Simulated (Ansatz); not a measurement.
Reaction (ligand exchange at the Si–N bond): `O[SiH2]N[SiH](O)O` + HI → `O[SiH2]I` + `N[SiH](O)O`

Computed with Ansatz on PBE0-D4/def2-TZVP structures; ΔE is electronic, products minus reactants. CBS: MP2 limit from def2 TZ/QZ plus the TZ coupled-cluster correction, frozen cores. This one scheme is used for every species. DFT in def2-TZVPP. B3LYP here is the variant with VWN-RPA as its local correlation; programs differ in this. Elements past krypton have def2 core potentials. For I outer-core shells are correlated without core-valence functions, which leaves a few kJ/mol of doubt a bond. One conformer a species, not always the lowest.

`O[SiH2]N[SiH](O)O`:

```xyz
13

O     1.772   -0.208    1.317
Si    0.496   -1.244    1.087
N    -0.396   -0.838   -0.323
Si   -0.969    0.739   -0.683
O    -0.395    1.745    0.469
O    -0.454    1.047   -2.212
H     2.500   -0.280    0.697
H     0.963   -2.645    0.920
H    -0.294   -1.069    2.323
H    -0.416   -1.519   -1.068
H    -2.438    0.906   -0.637
H     0.503    1.589    0.782
H    -0.871    1.777   -2.672
```

HI:

```xyz
2

I    -0.333    0.290    0.673
H     0.333   -0.290   -0.673
```

`O[SiH2]I`:

```xyz
6

O    -0.513   -1.083   -0.626
Si   -0.198    0.304    0.181
I     2.020    0.254    1.212
H     0.104   -1.366   -1.303
H    -0.200    1.488   -0.710
H    -1.213    0.404    1.246
```

`N[SiH](O)O`:

Z-matrix (Å, degrees):
```
Si
O 1 1.639
O 1 1.639 2 116.1
N 1 1.714 2 107.1 3 -119.6
H 1 1.475 2 104.4 3 114.2
H 2 0.959 1 117.1 3 74.9
H 3 0.959 1 117.0 2 -75.2
H 4 1.008 1 119.6 2 171.6
H 4 1.008 1 119.6 2 -46.2
```

Task: Is it downhill or uphill in electronic energy at CCSD(T)/CBS, and by how much? (Estimate.)

Result: Computed: Downhill: ΔE = -3.0 kcal/mol.

Task: What do these levels give: PBE0-D4, PBE, B3LYP, MP2/def2-TZVPP, HF/def2-QZVPP, MP2/def2-QZVPP? (An estimate is asked.)

Result: The calculation gave: PBE0-D4 -3.7, PBE -5.1, B3LYP -3.5, MP2/def2-TZVPP -2.6, HF/def2-QZVPP -3.5, MP2/def2-QZVPP -3.8 kcal/mol.

Largest T1 diagnostic among the species: 0.012.

In def2-TZVPP, CCSD(T) changes the Hartree–Fock value by +2.8 kcal/mol (the triples alone add +0.2 kcal/mol) and MP2 by +0.9 kcal/mol. The D4 term adds +1.8 kcal/mol with B3LYP and +1.0 kcal/mol with PBE0; it sums over pairs of atoms, weighted by their polarisabilities, and B3LYP, whose exchange is more repulsive, gets the larger term.
